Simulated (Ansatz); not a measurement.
Geometry optimisation, Ansatz 0.2.0, RKS B3LYP-D4/6-31G*.

Input:

```yaml
crystal:
  periodic: [false, false, false]
  atoms:
    - { symbol: Si, position_ang: [0.0, 0.0, 0.0] }
    - { symbol: Si, position_ang: [0.0, 0.0, 2.57] }
    - { symbol: H, position_ang: [-1.3148, -0.4067, 3.0574] }
    - { symbol: H, position_ang: [1.0096, -0.9353, 3.0574] }
    - { symbol: H, position_ang: [0.3052, 1.342, 3.0574] }
    - { symbol: Si, position_ang: [2.0935, 0.0, -0.7393] }
    - { symbol: H, position_ang: [2.5508, -1.3762, -0.9079] }
    - { symbol: H, position_ang: [2.1573, 0.6939, -2.0222] }
    - { symbol: H, position_ang: [2.951, 0.6823, 0.2255] }
    - { symbol: Si, position_ang: [-1.0456, 1.8115, -0.7393] }
    - { symbol: H, position_ang: [-2.4302, 1.478, -1.0607] }
    - { symbol: H, position_ang: [-1.0215, 2.8436, 0.2931] }
    - { symbol: H, position_ang: [-0.3743, 2.3069, -1.9374] }
    - { symbol: Si, position_ang: [-1.0456, -1.8115, -0.7393] }
    - { symbol: H, position_ang: [-1.7029, -2.4846, 0.3772] }
    - { symbol: H, position_ang: [-2.0454, -1.4265, -1.7311] }
    - { symbol: H, position_ang: [-0.0777, -2.7173, -1.3511] }
    - { symbol: F, position_ang: [0.7033, -1.65, 0.596] }
    - { symbol: H, position_ang: [0.5424, -1.2726, 1.7088] }
basis:
  gaussian: { orbitals: "6-31G*" }
hamiltonian:
  xc: b3lyp
  dispersion: d4
relax:
  f_tol: 0.15
  max_steps: 25
  restrain:
    - { distance: [0, 17], at: 1.59, k: 30.0 }
    - { distance: [18, 1], at: 1.46, k: 30.0 }
    - { distance: [0, 1], at: 3.42, k: 30.0 }
    - { distance: [18, 17], at: 2.12, k: 30.0 }
```

Launched with:

```bash
$ ansatz run input.yaml --threads 4 --pin off --max-ram 5120MiB --backend cpu --events-out ev --progress --plain --runs-dir out
```

Task: Where does it end, and by what steps?

Result: It converged. The restraints hold the end off the free minimum; the threshold counts their pulls, which the force column leaves out. Restrained pairs: Si1–F18 (1.89 → 1.62 Å), Si2–H19 (1.63 → 1.47 Å), Si1–Si2 (2.57 → 3.44 Å), F18–H19 (1.19 → 2.14 Å). After 23 steps the energy has fallen by 4.973 eV (the restraints' own energy left out); H19 moved furthest, 1.68 Å.

| step | energy less start (eV) | largest force component (eV/Å) | accepted |
| --- | --- | --- | --- |
| 0 | 0.0000 | 3.718 | yes |
| 1 | 0.8144 | 2.441 | yes |
| 2 | 1.2001 | 2.766 | yes |
| 3 | 0.1447 | 3.107 | yes |
| 4 | -1.0707 | 2.736 | yes |
| 5 | -2.0899 | 2.351 | yes |
| 6 | -2.9188 | 1.857 | yes |
| 7 | -3.4463 | 1.778 | yes |
| 8 | -3.7772 | 1.977 | yes |
| 9 | -4.0255 | 1.829 | yes |
| 10 | -4.1847 | 1.762 | yes |
| 11 | -4.3408 | 1.629 | yes |
| 12 | -4.4778 | 1.422 | yes |
| 13 | -4.6180 | 1.502 | yes |
| 14 | -4.7208 | 1.596 | yes |
| 15 | -4.8226 | 1.409 | yes |
| 16 | -4.8816 | 1.249 | yes |
| 17 | -4.8799 | 1.281 | yes |
| 18 | -4.9369 | 1.073 | yes |
| 19 | -4.9614 | 1.214 | yes |
| 20 | -4.9713 | 1.255 | no |
| 21 | -4.9619 | 1.227 | yes |
| 22 | -4.9755 | 1.198 | yes |
| 23 | -4.9726 | 1.207 | yes |

```xyz
19
Properties=species:S:1:pos:R:3
Si 0.027 -0.637 -0.158
Si 0.339 0.430 3.096
H -1.084 0.535 2.686
H 0.511 -0.723 4.016
H 0.702 1.687 3.813
Si 2.181 -0.144 -0.970
H 3.041 -1.361 -0.976
H 2.003 0.317 -2.378
H 2.868 0.932 -0.203
Si -1.267 1.331 -0.120
H -2.638 1.106 0.413
H -0.621 2.439 0.636
H -1.376 1.746 -1.549
Si -1.014 -2.109 -1.681
H -2.292 -2.634 -1.120
H -1.318 -1.379 -2.947
H -0.129 -3.264 -2.005
F 0.115 -1.453 1.235
H 1.205 0.259 1.926
```

Run time: 66 s on 4 threads of Intel(R) Xeon(R) 6975P-C (Granite Rapids), on a shared host, peak memory 0.47 GiB.
